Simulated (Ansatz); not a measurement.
Geometry optimisation, RKS PBE0/6-31G* in Ansatz.

input.yaml

```yaml
crystal:
  periodic: [false, false, false]
  atoms:
    - { symbol: Al, position_ang: [0.0, 0.0, 0.0] }
    - { symbol: O, position_ang: [0.0, 0.0, 1.78] }
    - { symbol: Si, position_ang: [-1.3147, -0.4067, 2.7436] }
    - { symbol: H, position_ang: [-2.239, -1.2403, 1.9804] }
    - { symbol: H, position_ang: [-0.8506, -1.1432, 3.9157] }
    - { symbol: H, position_ang: [-1.9987, 0.8095, 3.1733] }
    - { symbol: Cl, position_ang: [1.9312, 0.0, -1.115] }
    - { symbol: H, position_ang: [-1.351, 0.0, -0.78] }
basis:
  gaussian: { orbitals: "6-31G*" }
hamiltonian:
  xc: pbe0
relax:
  f_tol: 0.02
  max_steps: 40
output:
  orbitals: {}
```

Launched with:

```bash
$ ansatz run input.yaml --threads 1 --pin off --max-ram 2048MiB --backend cpu --events-out ev --progress --plain --runs-dir out
```

Where does it end, and by what steps?

It converged. The force dipped under the threshold on the way, but the program's further checks kept it going. After 22 steps the energy has fallen by 0.347 eV; O2 moved furthest, 1.22 Å.

```
step  energy less start (eV)  largest force component (eV/Å)  accepted
   0                  0.0000                           1.598       yes
   1                 -0.2168                           0.782       yes
   2                 -0.2552                           0.331       yes
   3                 -0.2741                           0.501       yes
   4                 -0.3058                           0.324       yes
   5                 -0.3203                           0.143       yes
   6                 -0.3288                           0.101       yes
   7                 -0.3273                           0.281        no
   8                 -0.3317                           0.068       yes
   9                 -0.3297                           0.150        no
  10                 -0.3342                           0.046       yes
  11                 -0.3361                           0.050       yes
  12                 -0.3382                           0.075       yes
  13                 -0.3378                           0.227        no
  14                 -0.3397                           0.063       yes
  15                 -0.3414                           0.068       yes
  16                 -0.3428                           0.083       yes
  17                 -0.3430                           0.171       yes
  18                 -0.3455                           0.011       yes
  19                 -0.3460                           0.016       yes
  20                 -0.3461                           0.058       yes
  21                 -0.3463                           0.033       yes
  22                 -0.3465                           0.007       yes
```

```xyz
8
Properties=species:S:1:pos:R:3
Al -0.131 -0.033 -0.252
O -1.024 -0.251 1.165
Si -1.362 -0.430 2.767
H -2.573 -1.281 2.926
H -0.227 -1.077 3.484
H -1.624 0.900 3.385
Cl 1.955 0.182 -0.123
H -0.837 0.012 -1.654
```

Whether the end is a true minimum wasn't checked by a vibrational analysis.

The run took 110 s on 1 thread of Arm Neoverse V1, on a shared host, peak memory 0.16 GiB.
